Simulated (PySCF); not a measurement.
19F chemical shifts

[PySCF 2.14.0 with density-fitted response routines: geometry: GFN2-xTB; GIAO PBE0/pcSseg-1 shieldings; no relativistic terms; one averaged value for each set of equivalent atoms; one computed conformer; gas phase]

Shieldings were converted by a linear fit to measured shifts: 19F (scatter 6.0 ppm rms, 7.0 ppm with the 5 outliers that the fit left out vs CFCl3, solution or neat liquid, with a term for F on sp3 carbon). Occasional misses reach two or three times the rms, and more in compound classes unlike the fitted ones.

**Question.** Give the 19F shifts of `C[C@H]([SiH2]N[SiH3])C(F)F`.

**Answer.** 
| compound | environment | δ (ppm) |
| --- | --- | --- |
| [CH3:1][C@H:2]([SiH2:3][NH:4][SiH3:5])[CH:6]([F:7])[F:8] | F8: fluorine of a CF2 group | -105.8 |
| [CH3:1][C@H:2]([SiH2:3][NH:4][SiH3:5])[CH:6]([F:7])[F:8] | F7: fluorine of a CF2 group | -119.5 |

**Question.** Order these by 19F shift, lowest first.
A. COC(=O)C([SiH3])([SiH3])CCF
B. C=C(C(=O)O)C(F)(Cl)Cl
C. C[C@@H](OCF)c1ncon1
D. N#C[C@@H]1COC(F)=CO1

**Answer.** A (-216.7 ppm, fluorine on an sp3 carbon), C (-159.8 ppm, fluorine on an sp3 carbon), D (-122.2 ppm, vinylic fluorine), B (-65.1 ppm, fluorine on an sp3 carbon).
